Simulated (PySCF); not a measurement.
**`C#C[C@](F)(Cl)[C@H](F)CC`, C₆H₇ClF₂**

Cartesian coordinates in Å; atom numbers follow the order of the lines, from 1:
```xyz
16

C     2.829    0.874   -0.862
C     2.127    0.074   -0.315
C     1.297   -0.913    0.340
F     1.388   -0.794    1.703
Cl    1.916   -2.554   -0.085
C    -0.192   -0.801   -0.041
F    -0.315   -1.017   -1.392
C    -0.762    0.570    0.314
C    -2.268    0.616    0.085
H     3.437    1.577   -1.349
H    -0.745   -1.607    0.460
H    -0.265    1.317   -0.309
H    -0.531    0.780    1.359
H    -2.648    1.610    0.303
H    -2.777   -0.097    0.729
H    -2.498    0.375   -0.950
```

Method: PySCF 2.14.0, TDDFT BHandHLYP/def2-SVPD circular dichroism and optical rotation, one conformer, gas phase. Geometry: GFN2-xTB.

The molecule is flexible and this is one conformer; a measurement averages over conformers.

Stereocentres: C3 S, C6 R.

Give the optical rotatory dispersion at 633, 589.3, 546, 436, 405, 365, 355 nm.

[α] in deg dm⁻¹ (g/mL)⁻¹:
| λ (nm) | origin-invariant length gauge | modified velocity gauge | length gauge (centre of mass) | isotropic polarisability (au) |
| --- | --- | --- | --- | --- |
| 633 | +18.1 | +21.8 | +18.9 | 85.2 |
| 589.3 | +21.3 | +25.5 | +22.2 | 85.5 |
| 546 | +25.3 | +30.3 | +26.4 | 85.8 |
| 436 | +43.2 | +51.6 | +45.0 | 87.2 |
| 405 | +52.1 | +62.1 | +54.2 | 87.8 |
| 365 | +68.8 | +81.7 | +71.4 | 89.0 |
| 355 | +74.3 | +88.2 | +77.1 | 89.3 |

And for the mirror image at 589.3 nm?

-21.3 deg dm⁻¹ (g/mL)⁻¹ (origin-invariant length gauge): the same size and the opposite sign.

What is the molar rotation [Φ] = [α]·M/100 of the geometry above at 589.3 nm?

With M = 152.57 g/mol, +32.5 deg cm² dmol⁻¹ (origin-invariant length gauge).

The first excitation lies at 6.16 eV (201 nm) with R = +3.2 × 10⁻⁴⁰ esu² cm² (velocity form).
